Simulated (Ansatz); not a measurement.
Start from `[AlH2][SiH2][CH2][SnH3]` and change one atom or group to get `[AlH2][SiH2]CS[SiH3]`.

Ansatz, PBE0-D4/def2-TZVP geometries, multiplicity 1. Each molecule was computed in one conformer, which needn't be the lowest.

Elements past krypton have def2 core potentials.

```json
{"property": "HOMO energy (PBE0/def2-TZVPP) / eV", "`[AlH2][SiH2][CH2][SnH3]`": "-6.96"}
{"property": "HOMO energy (B3LYP/def2-TZVPP) / eV", "`[AlH2][SiH2][CH2][SnH3]`": "-6.79"}
{"property": "LUMO energy (ωB97M-V/def2-TZVPP) / eV", "`[AlH2][SiH2][CH2][SnH3]`": "0.32"}
{"property": "LUMO energy (B3LYP/def2-TZVPP) / eV", "`[AlH2][SiH2][CH2][SnH3]`": "-1.47"}
{"property": "LUMO energy (PBE/def2-TZVPP) / eV", "`[AlH2][SiH2][CH2][SnH3]`": "-2.07"}
{"property": "HOMO energy (ωB97M-V/def2-TZVPP) / eV", "`[AlH2][SiH2][CH2][SnH3]`": "-8.96"}
```

What does the change do to each property? (Best estimate.)

Ansatz gave: 
```csv
property,`[AlH2][SiH2]CS[SiH3]`,shift
HOMO energy (PBE0/def2-TZVPP) / eV,-6.89,0.07
HOMO energy (B3LYP/def2-TZVPP) / eV,-6.70,0.09
LUMO energy (ωB97M-V/def2-TZVPP) / eV,0.79,0.47
LUMO energy (B3LYP/def2-TZVPP) / eV,-1.08,0.39
LUMO energy (PBE/def2-TZVPP) / eV,-1.78,0.29
HOMO energy (ωB97M-V/def2-TZVPP) / eV,-8.88,0.08
```

With PBE0 the HOMO rises by 0.07 eV and the LUMO rises by 0.37 eV, so the gap widens by about 0.30 eV. PBE moves the HOMO by 0.06 eV and ωB97M-V by 0.08 eV.

B3LYP here is the variant with VWN-RPA as its local correlation; programs differ in this.
